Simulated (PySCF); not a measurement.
Cl2La, doublet, geometry from GFN2-xTB (such geometries of metal compounds can be far from the true shape) (the multiplicity is a formal guess) (core potentials on La). Base run: B3LYP/def2-SVP in PySCF.

Here is a job for PySCF.
```python
from pyscf import gto, scf, dft, solvent

mol = gto.Mole()
mol.atom = '''
    La    0.355228    0.093916    0.429402
    Cl    0.865797    0.173545   -2.001172
    Cl   -2.056856   -0.488439    0.561413
'''
mol.basis = 'def2-svp'
mol.ecp = {'La': 'def2-svp'}
mol.charge = 0
mol.spin = 1
mol.verbose = 3
mol.build()

mf = dft.UKS(mol)
mf.xc = 'b3lyp'
mf.kernel()
mf.analyze()
```

Each row names what was changed in the base input (with any setting that the change needs).

| change | ΔE vs base (kJ/mol) | dipole (D) |
|---|---|---|
| base | 0.00 | 4.97 |
| model = COSMO; solvent = water | -84.0 | 8.54 |
| model = IEF-PCM; solvent = methanol | -81.4 | 8.44 |
| model = IEF-PCM; solvent = dimethylsulfoxide | -82.8 | 8.49 |
| model = IEF-PCM; solvent = water; lebedev_order = 11 | -84.0 | 8.51 |
| model = IEF-PCM; solvent = water; lebedev_order = 41 | -84.2 | 8.54 |
| model = IEF-PCM; solvent = water; r_probe = 0.5 | -38.3 | 7.46 |
| model = IEF-PCM; solvent = water; vdw_scale = 1.0 | -186.7 | 9.77 |
| model = IEF-PCM; solvent = acetonitrile | -81.8 | 8.46 |
| model = IEF-PCM; solvent = water; vdw_scale = 1.1 | -122.3 | 9.13 |
| model = IEF-PCM; solvent = water; vdw_scale = 1.4 | -44.7 | 7.66 |
| model = C-PCM; solvent = water | -84.7 | 8.56 |

The base is the gas phase, so ΔE is the electrostatic part of solvation at a fixed geometry, without cavity and dispersion terms.

Open shells are given as the SCF converged; they aren't shown to be the lowest states, and a large step between rows can be another state.
